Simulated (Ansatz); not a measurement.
Basis-set extrapolation for C₃H₆FNSi, SMILES `C[C@@H]1C=N[Si@H]1F` (PBE0-D4/def2-TZVP geometry, frozen core, Ansatz 0.2.0). Multiplicity 1, RHF reference.

```csv
,def2-TZVPP,def2-QZVPP
HF,-560.089521,-560.111353
MP2 correlation,-1.055364,-1.133963
CCSD(T) correlation,-1.135610,not run
```

Energies in hartree. Use E(X) = E(∞) + A·exp(−7.88·√X) for Hartree–Fock and E(X) = E(∞) + B·X^(−2.97) for correlation, with X = 3 and 4, and add CCSD(T) minus MP2 of the smaller set to the MP2 limit.

What is the CCSD(T) energy at the basis-set limit?

HF limit: -560.111353 + (-0.021832) × 0.13774 = -560.11436. MP2 limit: -1.133963 + (-0.078599) × 0.74074 = -1.19218. Higher-order term: -1.135610 − (-1.055364) = -0.08025. Total: -561.38679 hartree, 424.4 kJ/mol below CCSD(T)/def2-TZVPP.
